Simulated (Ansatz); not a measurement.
The cluster Rh₄⁺, relaxed as a doublet with UKS r2SCAN-D4/def2-SVP in Ansatz, starting from the GFN1-xTB geometry. Force threshold 0.02 eV/Å.

In the def2 sets Rh takes a core potential; there is no spin–orbit coupling. The charge 1 doublet is spin-contaminated (final ⟨S²⟩ up to 1.64, 0.75 for a pure state). The relaxation made no stability test and no search for a lower SCF solution. No other spin state of charge 1 was run. Another isomer (doublet) lies 0.02 eV lower at PBE0-D4/def2-TZVP; other spin states weren't run for this one.

Start:

```xyz
4

Rh    1.3857   -0.5509    0.0898
Rh   -0.6506   -0.4902   -1.2527
Rh    0.0569    1.4929   -0.0211
Rh   -0.7921   -0.4518    1.1839
```

(1) Estimate the energy that the relaxation releases and the steps that it takes.

(2) Does the start keep its bonding and symmetry?

(3) Predict the relaxed structure.

Answers

(1) 5.8 kJ/mol, in 7 steps; 2.3 min on 4 threads of Arm Neoverse V2 on a shared host. No frequencies were taken in this run, so the end may be a saddle point.

(2) By distances, no bond broke or formed. The bond that changes most is Rh3–Rh4, from 2.44 to 2.34 Å (atoms count from 1). The end is the same structure that another start reached, the lowest one found. Point group Td at the start, Cs at the end, both within 0.05 Å.

(3) 
```xyz
4

Rh    1.394   -0.586    0.052
Rh   -0.619   -0.522   -1.276
Rh    0.017    1.492    0.037
Rh   -0.792   -0.384    1.188
```
Bond lengths (bridged metal pairs left out): 6 × Rh–Rh 2.34 to 2.49 Å.
